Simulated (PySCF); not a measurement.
## Sr (strontium, neutral) across methods

[Kr] 5p2, high-spin 3P determinant (an excited configuration). Computed with PySCF 2.14 in x2c-TZVPall (8s6p6d1f, 63 functions), with the spin-free X2C one-electron Hamiltonian (Gaussian nucleus).

```tsv
method	E (hartree)	mean ε 4p α (eV)	mean ε 4p β (eV)	mean ε 5p α (eV)	Σ⟨r²⟩ (bohr²)	⟨S²⟩
r2SCAN	-3179.07	-25.903	-25.846	-2.575	93.76	2.000
PBEsol	-3176.74	-25.117	-25.024	-2.514	91.82	2.000
PBE	-3178.71	-25.116	-25.016	-2.539	91.81	2.000
HSE06	-3178.76	-26.765	-26.646	-2.626	93.43	2.000
PBE0	-3178.78	-27.200	-27.083	-2.934	93.29	2.000
LDA	-3174.92	-25.251	-25.149	-2.528	91.63	2.000
revPBE	-3178.90	-25.095	-25.010	-2.539	92.02	2.000
```

Task: Estimate the same row for UHF.

Result: E (hartree) = -3177.17652; mean ε 4p α (eV) = -32.328; mean ε 4p β (eV) = -32.156; mean ε 5p α (eV) = -3.737; Σ⟨r²⟩ (bohr²) = 100.2; ⟨S²⟩ = 2.000.
